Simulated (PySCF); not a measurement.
# From orbital energies to excitation energies

Compound: C3H5NO2Si.
InChI=1S/C3H5NO2Si/c4-2-1-3(5)6-7/h1H2,7H3

Computed, not measured: TDDFT CAM-B3LYP/def2-SVPD, vertical, gas phase, core orbitals frozen in the response (PySCF). Isolated species at its PBE0-D3(BJ)/def2-SVP geometry (one conformer only). Torsions of this conformer, `[N:1]#[C:2][CH2:3][C:4](=[O:5])[O:6][SiH3:7]`: C2–C3–C4–O5 -156°, C3–C4–O6–Si7 179°.

Orbital energies (eV): HOMO-3 -11.59, HOMO-2 -11.25, HOMO-1 -11.14, HOMO -10.36, LUMO 0.32, LUMO+1 0.53, LUMO+2 0.99.

Task: Among the lowest singlets, which states do these configurations lead, and at what energies: HOMO-3→LUMO+1, HOMO→LUMO?

Result: 

| state | leading configuration | weight | Δε (eV) | E (eV) | E − Δε (eV) | f | other configurations |
| --- | --- | --- | --- | --- | --- | --- | --- |
| S1 | HOMO→LUMO | 0.70 | 10.67 | 5.88 | -4.79 | 0.0006 | H→L+1 (16%) |
| S9 | HOMO-3→LUMO+1 | 0.67 | 12.12 | 8.41 | -3.71 | 0.026 | H-3→L (8%) |

E − Δε runs from -4.79 to -3.71 eV. Among themselves, these states come in the order of their orbital differences. Δε is the difference of the two orbital energies.

H and L stand for HOMO and LUMO. The other states: S2 7.58 eV, f 0.0001, H-2→L+5 (14%), H-4→L+4 (11%), H→L+4 (10%); S3 7.79 eV, f 0.0017, H→L+1 (46%), H→L (18%), H-1→L (8%); S4 7.93 eV, f 0.0091, H-4→L+4 (18%), H→L+4 (18%), H-2→L+5 (14%); S5 7.98 eV, f 0.0051, H-4→L+5 (17%), H→L+5 (14%), H-2→L+4 (13%); S6 8.13 eV, f 0.011, H-1→L+1 (28%), H-2→L+1 (19%), H-2→L (11%); S7 8.22 eV, f 0.085, H-1→L (36%), H→L+1 (11%), H-3→L (9%); S8 8.24 eV, f 0.019, H-3→L (22%), H-7→L (20%), H-1→L+1 (13%); S10 8.67 eV, f 0.019, H-2→L (50%), H-1→L (22%).

Triplets, Tamm–Dancoff:

```tsv
state	E (eV)	λ (nm)	main configurations (H = HOMO, L = LUMO)
T1	5.40	229.8	H→L (68%), H→L+1 (16%)
T2	6.14	201.9	H-1→L (38%), H-6→L (18%), H-1→L+1 (8%)
T3	6.25	198.5	H-2→L+4 (15%), H-4→L+5 (14%), H-1→L+4 (9%)
T4	6.82	181.8	H-2→L+4 (14%), H-4→L+5 (11%), H-4→L+4 (9%)
```

Summed over the main configurations (up to three a state, each over 8%) of all 10 singlets, the electron leaves HOMO with weight 2.02, HOMO-2 with weight 1.22, HOMO-1 with weight 1.06 and HOMO-3 with weight 1.06.

All these states lie below the vertical ionisation energy of 11.22 eV (ΔSCF).

On one thread of an Arm Neoverse V1, on a shared host, this took 2.9 min of wall time and 1.0 GiB of memory at its peak.
